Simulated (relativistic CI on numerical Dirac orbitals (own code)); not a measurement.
Method of calculation: Dirac-Coulomb-Breit CI, orbitals from a KLI potential per configuration, model QED (radiative potential, 1s self-energy scaled to tabulated hydrogen-like ionisation energies), valence Slater integrals scaled by 0.85, P86 correlation energy added to each configuration (own radial code, finite nucleus).

Configurations in the expansion (outside the closed core [Xe]): 4f14 5d2, 4f14 5d 6s, 4f14 6s2, 4f14 5d 6p, 4f14 6s 6p, 4f14 5d 5f, 4f14 5d 5g, 4f14 5d 6d, 4f14 5d 7s, 4f14 5d 7p, 4f14 6p2, 4f14 6s 7s, 4f14 5f2, 4f14 5d 8s, 4f14 5d 7d, 4f13 5d3, 4f14 5d 8p, 4f14 5d 6f, 4f14 5f 6s, 4f13 5d2 6s, 4f14 5d 8d, 4f14 5g2, 4f14 5g 6s, 4f14 6p 7s, 4f14 5f 6p, 4f13 5d2 6p. Double excitations out of closed p, d and f shells are left out; levels of such configurations are missing from the list, as are those of other unlisted configurations, and high levels can miss mixing partners. These lack a partner that the ground configuration has and come out too high: 4f13 5d2 6s, 4f13 5d2 6p.

For a near-neutral ion this model can misplace configurations by up to about 10,000 cm⁻¹ (more where the count of f electrons changes) and terms by 10 to 25 % of their spread. Rates follow the energies as ν³ (E1, M1) or ν⁵ (E2), so they and the lifetimes can be off by large factors. The fine structure of a lone outer electron comes out too small, for d and f at times inverted, and misplaced configurations move strength between like terms.

Outline of the computed level scheme of Hf III. Lowest level of each configuration: 4f14 5d2 3F_2 at 0.0000 eV; 4f14 5d 6s 3D_1 at 0.5534 eV; 4f14 6s2 1S_0 at 1.7818 eV; 4f14 5d 6p 3F°_2 at 5.3372 eV; 4f14 6s 6p 3P°_0 at 6.0459 eV; 4f14 5d 7s 3D_1 at 11.8469 eV; 4f14 5d 6d 3G_3 at 12.1623 eV; 4f14 6p2 3P_0 at 12.4120 eV.

Some strong electric-dipole decays among the lowest 45 levels: 4f14 6s 6p 1P°_1 → 4f14 6s2 1S_0 (1.5e+09 s⁻¹); 4f14 5d 6p 3P°_0 → 4f14 5d 6s 3D_1 (1.3e+09 s⁻¹); 4f14 6s 6p 1P°_1 → 4f14 5d 6s 1D_2 (1.2e+09 s⁻¹); 4f14 5d 6d 3G_5 → 4f14 5d 6p 3F°_4 (1.1e+09 s⁻¹); 4f14 6s 6p 3P°_2 → 4f14 5d 6s 3D_3 (9.9e+08 s⁻¹); 4f14 5d 6d 3G_3 → 4f14 5d 6p 3F°_2 (9.5e+08 s⁻¹); 4f14 5d 6d 3G_4 → 4f14 5d 6p 3F°_3 (8.0e+08 s⁻¹); 4f14 5d 6d 3D_1 → 4f14 5d 6p 3D°_1 (6.1e+08 s⁻¹).

Rates of lines that live on the mixing of spin multiplicities can be off by large factors.

LS names give the leading component of a level, which can be under half, so a name can repeat, a term be missing and a line seem to break the LS rules.
